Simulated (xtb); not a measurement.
InF2, SMILES [F][In+][F], charge +1. All values are semi-empirical tight-binding results from xtb (GFN2-xTB unless named), good for trends rather than for accurate numbers. Coordinates come from a GFN2-xTB optimisation. The spin state was assumed, not searched. The isomer is the one that the SMILES or the coordinates give; other isomers of the formula were not compared.

For metal compounds this method's bond lengths and energies can be far off.

| Item | Result |
|---|---|
| point group as xtb finds it | D∞h |
| orbital gap | 1.54 eV |
| zero-point energy | 1.0 kcal/mol |
| G − E(el) at 298.15 K (modified RRHO) | -15.4 kcal/mol |
